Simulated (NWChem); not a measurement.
Species: SiH₃Br; SMILES [SiH3]Br

This build's default masses of Se (78.918 u) and Br (79.917 u) are each other's, which moves their modes by up to 0.6 %.

Problem. Give the equilibrium geometry at PBE0/def2-SVP (NWChem) as a Z-matrix, with the point group.

Solution. point group C3v; any orientation.
```
Si
H 1 1.4889
H 1 1.4889 2 110.26
H 1 1.4889 2 110.26 3 121.98
Br 1 2.2264 2 108.67 3 -119.01
```
